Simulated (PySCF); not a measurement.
One of the candidates below gave these computed data.

All candidates are C5H7FOS.

- 13C NMR: chemical shifts (computed TMS as zero) by class: 144.8 (1 C), 139.3 (1 C), 106.3 (1 C), 25.6 (1 C), 20.9 (1 C) ppm [GIAO PBE0/pcSseg-1]
- UV, strongest line: among the 6 lowest singlet transitions: S5 at 6.59 eV (188 nm, f = 0.186) [TDDFT PBE0/def2-SVPD]
- Triplet: lowest triplet excitation (Tamm–Dancoff): 4.07 eV [TDA PBE0/def2-SVPD]
- UV, first state: lowest singlet excitation: 4.50 eV (276 nm, f = 0.002) [TDDFT PBE0/def2-SVPD]
- Rotational structure: rotational constants A, B, C: 2.366, 1.792, 1.455 GHz [GFN2-xTB]
- Dipole: 3.28 D [PBE0/def2-SVPD]
- Polarisability: 80.1 au [PBE0/def2-SVPD]
- NMR, other nuclei: isotropic shieldings of nuclei other than C and H, by class: 259 (1 O), 397 (1 F), 212 (1 S) ppm [GIAO PBE0/pcSseg-1]
- 1H NMR: chemical shifts (computed TMS as zero) by class: 6.83 (1 H), 6.73 (1 H), 5.59 (1 H), 3.04 (1 H), 2.69 (1 H), 2.26 (1 H), 2.10 (1 H) ppm [GIAO PBE0/pcSseg-1]

The electronic properties come from PySCF, for the isolated species, density fitting. Levels stand in brackets. Geometry: GFN2-xTB, one conformer, isolated molecule. Each NMR value is the plain mean over a class of atoms that symmetry, rotation or inversion makes alike.

Question: Which candidate is it?
A. `COCSC1=C(F)C1`
B. `O=C1CS[C@H](CF)C1`
C. `O=[S@@]1C=CCC[C@H]1F`
D. `O=[S@@]1CCCC=C1F`

Answer: C. It is `O=[S@@]1C=CCC[C@H]1F`. Numbering: `[O:1]=[S@@:2]1[CH:3]=[CH:4][CH2:5][CH2:6][C@H:7]1[F:8]`. 5 carbons fall into 5 classes; from least to most shielded: alkene CH carbon [C4] (144.8 ppm), alkene CH carbon [C3] (139.3 ppm), sp3 C–F carbon [C7] (106.3 ppm), allylic carbon [C5] (25.6 ppm), ring CH2 carbon [C6] (20.9 ppm). Hydrogen classes from least to most shielded: 1 H on an alkene CH carbon, C4 (6.83 ppm), 1 H on an alkene CH carbon, C3 (6.73 ppm), 1 H on an sp3 C–F carbon, C7 (5.59 ppm), 1 H on a ring CH2 carbon, C6 (3.04 ppm), 1 H on an allylic carbon, C5 (2.69 ppm), 1 H on an allylic carbon, C5 (2.26 ppm), 1 H on a ring CH2 carbon, C6 (2.10 ppm). The other shieldings belong to: 259 ppm, sulfinyl oxygen [O1]; 397 ppm, alkyl fluorine [F8]; 212 ppm, sulfinyl sulfur [S2]. S1 is mainly HOMO→LUMO (weight 0.98); the largest Löwdin shares of the orbital it empties are 0.50 on the sulfinyl oxygen, 0.29 on the sulfinyl sulfur, 0.07 on the sp3 C–F carbon and 0.06 on an alkene CH carbon, of the orbital it fills 0.28 on an alkene CH carbon, 0.24 on an alkene CH carbon, 0.20 on the sulfinyl sulfur and 0.07 on the sulfinyl oxygen. The optimised geometry has point group C1 and is an asymmetric top.

The others, at the same levels:
- `O=C1CS[C@H](CF)C1` fails: its computed 13C shifts are 215.7 (1 C), 94.4 (1 C), 48.7 (1 C), 45.3 (1 C), 40.9 (1 C) ppm, 1H shifts are 5.06 (1 H), 4.90 (1 H), 3.73 (1 H), 3.09 (1 H), 3.05 (1 H), 2.75 (1 H), 2.46 (1 H) ppm and rotational constant A is 2.176 GHz (against 2.366 GHz).
- `COCSC1=C(F)C1` fails: its computed 13C shifts are 153.0 (1 C), 84.2 (1 C), 82.4 (1 C), 57.0 (1 C), 27.2 (1 C) ppm, 1H shifts are 5.11 (2 H), 3.55 (3 H), 2.27 (2 H) ppm and lowest singlet excitation is 5.15 eV (241 nm, f = 0.005) (against 4.50 eV).
- `O=[S@@]1CCCC=C1F` fails: its computed 13C shifts are 180.0 (1 C), 115.3 (1 C), 54.5 (1 C), 28.0 (1 C), 12.8 (1 C) ppm, 1H shifts are 5.98 (1 H), 2.99 (1 H), 2.89 (1 H), 2.45 (1 H), 2.30 (1 H), 2.13 (1 H), 1.70 (1 H) ppm and lowest singlet excitation is 4.89 eV (254 nm, f = 0.002) (against 4.50 eV).

Each candidate is one conformer, not necessarily the lowest. Dipoles, sizes and rotational constants follow the conformer. The torsions of the flexible species, by atom-mapped SMILES:
- `[CH3:1][O:2][CH2:3][S:4][C:5]1=[C:6]([F:7])[CH2:8]1`: C1–O2–C3–S4 -70°, O2–C3–S4–C5 -64°, C3–S4–C5–C6 -7°

The conformers of `O=[S@@]1C=CCC[C@H]1F`, `O=C1CS[C@H](CF)C1` and `O=[S@@]1CCCC=C1F` aren't listed.
